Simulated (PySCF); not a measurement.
## Hf⁵⁹⁺: ionisation energy

Hf⁵⁹⁺ [Ne] 3s2 3p1 (2P) → Hf⁶⁰⁺ [Ne] 3s2 (1S), as a difference of total energies. Calculation: PySCF 2.14, in an even-tempered Gaussian basis (17 s from 15 bohr⁻², ratio 2.5; 12 p from 20 bohr⁻², ratio 2.5; 4 d from 76 bohr⁻², ratio 2.7; 4 f from 110 bohr⁻², ratio 2.7); scalar relativity by spin-free X2C-1e. Correlated levels: outer shells: 1s2 frozen; virtual orbitals above 40 to 60 times the deepest correlated orbital energy dropped. The calculations carry no spin-orbit coupling.

```tsv
method	ionisation energy (eV)
UHF	6065.6
LDA	6067.2
PBE0	6068.4
TPSSh	6068.8
PW91	6070.0
MP2 (outer shells)	6066.3
SCS-MP2 (outer shells)	6066.1
```

Q: Estimate what PBE gives.

A: 6069.0 eV, closest to TPSSh among the rows shown.

Q: Estimate what r2SCAN gives.

A: 6068.2 eV, closest to PBE0 among the rows shown.

A first-order spin-orbit estimate (lowest level to lowest level, LS coupling) adds 197.6 eV.

Breit and QED terms and the two-electron picture change are absent.

First order in ζ underestimates the shift of j = l − 1/2 levels at high Z.

For comparison: 6284 ± 7 eV (theoretical estimate listed by NIST; NIST Atomic Spectra Database, ionization energies).
